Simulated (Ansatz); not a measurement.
The same path of AlClH4OSi (8 atoms, charge 0, multiplicity 1) was run 3 times with different band settings. The coordinate that changes most is the dihedral O1–Si2–Al3–Cl4.

Level of theory: Ansatz 0.2.0, RKS PBE-D4/def2-SVP.

Relaxed end points:

```xyz
8
Properties=species:S:1:pos:R:3
O -1.669 -0.837 0.858
Si -0.799 -0.215 -0.457
Al 1.505 0.378 0.196
Cl 2.930 0.740 -1.343
H -1.724 -0.242 1.626
H -1.495 0.971 -1.098
H -0.791 -1.319 -1.479
H 2.043 0.525 1.697
```

```xyz
8
Properties=species:S:1:pos:R:3
O -1.709 -0.491 0.562
Si -0.690 -0.273 -0.771
Al 1.496 0.312 0.193
Cl 1.163 0.814 2.252
H -1.385 -0.034 1.362
H -1.187 0.812 -1.703
H -0.692 -1.549 -1.571
H 3.003 0.407 -0.324
```

Common settings: spring 5.0 eV/Å²; optimiser quadratic models (default); start path IDPP; iteration limit 60; end points relaxed.

| run | movable images | climbing image | force threshold |
| --- | --- | --- | --- |
| 1 | 5 | yes | 0.05 eV/Å |
| 2 | 5 | yes | 0.2 eV/Å |
| 3 | 3 | no | 0.05 eV/Å |

Q: What does each run give, and how far can it be trusted?

A: Run 1: converged after 6 iterations, highest image 0.041 eV above the first end. A vibrational analysis at the climbing image gives no mode beyond 40i cm⁻¹: the surface is too flat there to confirm a saddle point.
Run 2: converged after 4 iterations, highest image 0.045 eV above the first end. The threshold of 0.2 eV/Å is loose, so the images may lie well off the minimum-energy path. The order of the stationary point at the top wasn't checked.
Run 3: converged after 6 iterations, highest image 0.040 eV above the first end. No image climbed, so the highest image needn't sit at the top of the path. So few images can step over the top or miss a turn of the path.
